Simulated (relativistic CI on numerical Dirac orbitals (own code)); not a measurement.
## Slater and spin-orbit integrals, Cu¹¹⁺

Calculated at this level of theory: Dirac-Coulomb-Breit CI, KLI orbitals optimised for each configuration, model QED, unscaled Slater integrals (own radial code, finite nucleus).

Slater integrals F^k, G^k are unscaled and averaged over j, outside the closed core [Ne]; ζ comes from projecting the Hamiltonian with its Breit term on Σ l·s of the shell.

- 3s2.3p5.3d: ζ(3p) = 18431, F^2(3p,3d) = 154530, G^1(3p,3d) = 179000, G^3(3p,3d) = 115110, ζ(3d) = 1661.4 cm⁻¹; <r>(3p) = 0.6396, <r^2>(3p) = 0.4722, <r>(3d) = 0.6088, <r^2>(3d) = 0.4357 (bohr units).
- 3s.3p6.3d: G^2(3s,3d) = 137650, ζ(3d) = 1702.2 cm⁻¹; <r>(3s) = 0.6388, <r^2>(3s) = 0.4648, <r>(3d) = 0.6099, <r^2>(3d) = 0.4374 (bohr units).
- 3s2.3p5.4s: ζ(3p) = 19044, G^1(3p,4s) = 17926 cm⁻¹; <r>(3p) = 0.6305, <r^2>(3p) = 0.4589, <r>(4s) = 1.328, <r^2>(4s) = 1.977 (bohr units).

Averages of the first 10 configurations, taken without configuration mixing, which lowers the lowest level and can move excited configurations by several eV; other configurations of the list can lie among them:

```json
{"Configuration": "3s2.3p6", "Parity": "even", "States": "1", "Average energy above the lowest level (eV)": "0.2"}
{"Configuration": "3s2.3p5.3d", "Parity": "odd", "States": "60", "Average energy above the lowest level (eV)": "68.8"}
{"Configuration": "3s.3p6.3d", "Parity": "even", "States": "20", "Average energy above the lowest level (eV)": "122.7"}
{"Configuration": "3s2.3p5.4s", "Parity": "odd", "States": "12", "Average energy above the lowest level (eV)": "180.4"}
{"Configuration": "3s2.3p5.4p", "Parity": "even", "States": "36", "Average energy above the lowest level (eV)": "196.8"}
{"Configuration": "3s2.3p5.4d", "Parity": "odd", "States": "60", "Average energy above the lowest level (eV)": "221.2"}
{"Configuration": "3s.3p6.4s", "Parity": "even", "States": "4", "Average energy above the lowest level (eV)": "235.2"}
{"Configuration": "3s2.3p5.4f", "Parity": "even", "States": "84", "Average energy above the lowest level (eV)": "240.1"}
{"Configuration": "3s.3p6.4p", "Parity": "odd", "States": "12", "Average energy above the lowest level (eV)": "251.1"}
{"Configuration": "3p6.3d2", "Parity": "even", "States": "45", "Average energy above the lowest level (eV)": "248.1"}
```
